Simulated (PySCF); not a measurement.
**Chromium: a sound run and one with changed settings**

Sound run: Cr⁺ [Ar] 3d5, Cr²⁺ [Ar] 3d4. All numbers are calculated (PySCF 2.14, scalar relativity by spin-free X2C-1e, in x2c-TZVPall (6s5p4d1f, 48 functions)). In the sound run the correlated levels freeze [Ar]. The sound run starts from symmetry-adapted Hartree-Fock orbitals and uses a fine grid where one is needed.

Changed run: no relativity, point nucleus. This setting is unsound on purpose.

```
species  method  sound run (hartree)  changed run (hartree)  converged
    Cr⁺     UHF          -1049.42242            -1041.24293        yes
    Cr⁺     PBE          -1050.27419            -1042.10036        yes
    Cr⁺     LDA          -1048.18258            -1040.01342        yes
    Cr⁺     MP2          -1049.48476            -1041.30462        yes
   Cr²⁺     UHF          -1048.86994            -1040.68349        yes
   Cr²⁺     PBE          -1049.64372            -1041.46395        yes
   Cr²⁺     LDA          -1047.53894            -1039.36392        yes
   Cr²⁺     MP2          -1048.90113            -1040.71436        yes
```

Ionisation energy of Cr⁺:

```
 method  sound run (eV)  changed run (eV)
    UHF          15.034            15.223
    PBE          17.156            17.318
    LDA          17.514            17.674
    MP2          15.881            16.062
SCS-MP2          15.316            15.503
```

Most of the change in total energy is the relativistic energy itself. On top of that the contraction fixes the core shape for the Hamiltonian it was made with, so the changed run is not a good calculation with the other Hamiltonian either.

For comparison, NIST gives 16.486 eV between the lowest levels.
